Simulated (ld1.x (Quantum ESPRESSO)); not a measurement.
# PBE TM semilocal dataset for Ge (Z = 32), scalar-relativistic all-electron reference.

ld1.x (Quantum ESPRESSO) 7.5 was run on this input:

```
&input
   title='Ge', zed=32., rel=1, dft='PBE', iswitch=3,
   config='[Ar] 3d10 4s2 4p1 4d-2',
   nld=3, rlderiv=2.65, eminld=-3.0, emaxld=5.0, deld=0.02
 /
 &inputp
   pseudotype=1, tm=.true., lloc=0,
   nlcc=.true., new_core_ps=.true.,
   file_pseudopw='Ge.pp', file_wfcaegen='ae.wfc', file_wfcncgen='nc.wfc'
 /
3
4P  2  1   1.00   0.00  2.30  2.30  0.0
4D  3  2  -2.00   0.20  2.45  2.45  0.0
4S  1  0   2.00   0.00  1.55  1.55  0.0
 &test
   configts(1)='4s2 4p1'
 /
```

Command:

```bash
ld1.x < Ge.in > Ge.out
```

The program printed (shortened: banner, matrices, multipoles, cross overlaps and the repeated all-electron block are left out):

```
Program LD1 v.7.5
     --------------------------- All-electron run ----------------------------

     Ge
     scalar relativistic calculation

     atomic number is 32.00
     dft =PBE   lsd =0 sic =0 latt =0  beta=0.20 tr2=1.0E-14
     Exchange-correlation= PBE
                           (   1   4   3   4   0   0   0)
     mesh =1207 r(mesh) = 100.41023 a.u. xmin = -7.00 dx = 0.01250
     1 Ry =  13.60569312 eV, c = 137.03599908

     n l     nl                  e(Ry)          e(Ha)          e(eV)
     1 0     1S 1( 2.00)      -806.3012      -403.1506    -10970.2868
     2 0     2S 1( 2.00)      -101.4893       -50.7447     -1380.8324
     2 1     2P 1( 6.00)       -88.7687       -44.3843     -1207.7591
     3 0     3S 1( 2.00)       -13.0472        -6.5236      -177.5166
     3 1     3P 1( 6.00)        -9.1614        -4.5807      -124.6470
     3 2     3D 1(10.00)        -2.8164        -1.4082       -38.3186
     4 0     4S 1( 2.00)        -1.4596        -0.7298       -19.8584
     4 1     4P 1( 1.00)        -0.8263        -0.4131       -11.2421

     final scf error:  4.8E-15 reached in  33 iterations

     Etot =   -4197.122869 Ry,   -2098.561434 Ha,  -57104.765750 eV

     Ekin =    4273.191126 Ry,    2136.595563 Ha,   58139.727116 eV
     Encl =  -10095.359823 Ry,   -5047.679912 Ha, -137354.367721 eV
     Eh   =    1783.603090 Ry,     891.801545 Ha,   24267.156293 eV
     Exc  =    -158.557261 Ry,     -79.278631 Ha,   -2157.281438 eV

     normalization and overlap integrals

     s(1S/1S) =  1.000000  <r> =   0.0470  <r2> =    0.0030  r(max) =   0.0309
     s(2S/2S) =  1.000000  <r> =   0.2100  <r2> =    0.0520  r(max) =   0.1754
     s(2P/2P) =  1.000000  <r> =   0.1837  <r2> =    0.0414  r(max) =   0.1418
     s(3S/3S) =  1.000000  <r> =   0.6242  <r2> =    0.4495  r(max) =   0.5402
     s(3P/3P) =  1.000000  <r> =   0.6470  <r2> =    0.4929  r(max) =   0.5402
     s(3D/3D) =  1.000000  <r> =   0.7349  <r2> =    0.6921  r(max) =   0.5012
     s(4S/4S) =  1.000000  <r> =   2.0298  <r2> =    4.7228  r(max) =   1.7062
     s(4P/4P) =  1.000000  <r> =   2.5549  <r2> =    7.5850  r(max) =   2.0839

     ------------------------ End of All-electron run ------------------------

     --------------------- Generating NC pseudopotential ---------------------

      Generating local pot.: lloc=0, matching radius rcloc =   1.5500

      Computing core charge for nlcc:

       r > 1.40 : true rho core
      Core charge pseudized with two Bessel functions
      Integrated core pseudo-charge :   8.54

      Wfc   4P  rcut= 2.303  Using Troullier-Martins method

      Wfc   4D  rcut= 2.421  Using Troullier-Martins method

     ------------------- End of pseudopotential generation -------------------

     Computing logarithmic derivative in   2.65922
     Computing logarithmic derivative in   2.65922
     Computing the partial wave expansion
       no projector for channel:   0
     R is outside the sphere for l=    1 j= 0.00
     R is outside the sphere for l=    2 j= 0.00

     ---------------------- Testing the pseudopotential ----------------------

     Ge
     scalar relativistic calculation

     atomic number is 32.00   valence charge is  4.00
     dft =PBE   lsd =0 sic =0 latt =0  beta=0.20 tr2=1.0E-14
     mesh =1207 r(mesh) = 100.41023 xmin = -7.00 dx = 0.01250

     n l     nl             e AE (Ry)        e PS (Ry)    De AE-PS (Ry)
     1 0     4S   1( 2.00)       -1.45956       -1.45957        0.00000
     2 1     4P   1( 1.00)       -0.82628       -0.82628        0.00000

     eps = 1.8E-15  iter =  9

     Etot =   -4197.122869 Ry,   -2098.561434 Ha,  -57104.765750 eV
     Etotps =   -21.289714 Ry,     -10.644857 Ha,    -289.661317 eV

     Ekin =       2.154223 Ry,       1.077112 Ha,      29.309702 eV
     Encl =     -10.903531 Ry,      -5.451765 Ha,    -148.350092 eV
     Ehrt =       3.686429 Ry,       1.843214 Ha,      50.156416 eV
     Ecxc =     -16.237353 Ry,      -8.118677 Ha,    -220.920443 eV
     (Ecc =     -14.142839 Ry,      -7.071419 Ha,    -192.423125 eV)
     Epseu=       0.010518 Ry,       0.005259 Ha,       0.143100 eV

     ---------------------- End of pseudopotential test ----------------------
```

Generation and configuration tests took about 2.4 s on one core of a shared server CPU.
